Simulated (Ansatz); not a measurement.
Calculated with Ansatz (gas phase, PBE0-D4/def2-TZVP geometries, no zero-point term in ΔE). CCSD(T)/CBS is the MP2 limit (def2-TZVPP, def2-QZVPP) plus CCSD(T) − MP2 in def2-TZVPP, frozen cores. One conformer a species, not always the lowest.

Reaction (substitution at a C–B bond): `CBCBC` + `C=CC(=O)O` → `C=CC(=O)OC` + `BCBC`

`CBCBC`:

Cartesian coordinates in Å:
```
C 1.029 0.469 -2.069
B 1.191 0.125 -0.558
C 0.333 0.790 0.565
B -1.010 -0.006 0.606
C -1.339 -1.082 1.682
H 1.967 0.919 -2.421
H 0.918 -0.440 -2.670
H 0.213 1.156 -2.306
H 2.003 -0.707 -0.249
H 0.840 0.763 1.532
H 0.102 1.814 0.246
H -1.830 0.219 -0.246
H -0.506 -1.361 2.330
H -2.137 -0.675 2.321
H -1.774 -1.984 1.238
```

`C=CC(=O)O`:

Cartesian coordinates in Å:
```
C 0.594 -0.577 1.201
C 0.266 0.514 0.520
C -0.393 0.497 -0.798
O -0.687 1.491 -1.411
O -0.641 -0.740 -1.265
H 1.078 -0.508 2.168
H 0.387 -1.566 0.811
H 0.466 1.510 0.896
H -1.069 -0.622 -2.123
```

`C=CC(=O)OC`:

Cartesian coordinates in Å:
```
C -1.229 -2.167 -0.007
C -0.418 -1.265 -0.542
C -0.107 -0.013 0.179
O -0.532 0.301 1.261
O 0.728 0.752 -0.538
C 1.091 1.985 0.070
H -1.672 -1.990 0.968
H -1.469 -3.090 -0.520
H 0.045 -1.402 -1.512
H 1.592 1.810 1.023
H 1.764 2.477 -0.630
H 0.208 2.601 0.247
```

`BCBC`:

Z-matrix (Å, degrees):
```
C
B 1 1.568
B 1 1.548 2 107.0
H 1 1.100 2 104.6 3 112.6
H 1 1.090 2 112.7 3 -125.4
C 2 1.557 1 123.0 3 -73.4
H 2 1.202 1 118.7 3 105.6
H 3 1.198 1 120.1 2 70.4
H 3 1.197 1 121.4 2 -107.5
H 6 1.092 2 115.5 1 -0.0
H 6 1.097 2 109.7 1 123.1
H 6 1.097 2 109.3 1 -123.0
```

```tsv
species	MP2/def2-TZVPP energy (Eh)
`CBCBC`	-169.59166
`C=CC(=O)O`	-266.70618
`C=CC(=O)OC`	-305.91238
`BCBC`	-130.34937
```

**Question.** Work out ΔE.

**Answer.** ΔE = (-305.91238) + (-130.34937) − (-169.59166) − (-266.70618) = 0.03609 Eh = +94.8 kJ/mol. CCSD(T)/CBS gives +92.8 kJ/mol.

**Question.** What do rigid-rotor, harmonic-oscillator terms from PBE0-D4/def2-TZVP frequencies (298.15 K, 1 bar) make of the CCSD(T)/CBS value? (Best estimate.)

**Answer.** Ansatz gave: ΔZPE = -1.5 kJ/mol, ΔH = +90.9 kJ/mol, ΔS = -21 J/(mol·K), ΔG = +97.0 kJ/mol. Modes under 50 cm⁻¹ make the entropy rough.

Largest T1 diagnostic among the species: 0.015.

At CCSD(T), def2-SVP lies −7.9 kJ/mol from the extrapolated value and def2-TZVPP −2.6 kJ/mol. Leaving LDA and LC-ωPBE aside and taking each functional with its dispersion term where it has one, the values, not all of them listed here, spread over 9.9 kJ/mol, from BLYP-D4 to B97M-V.
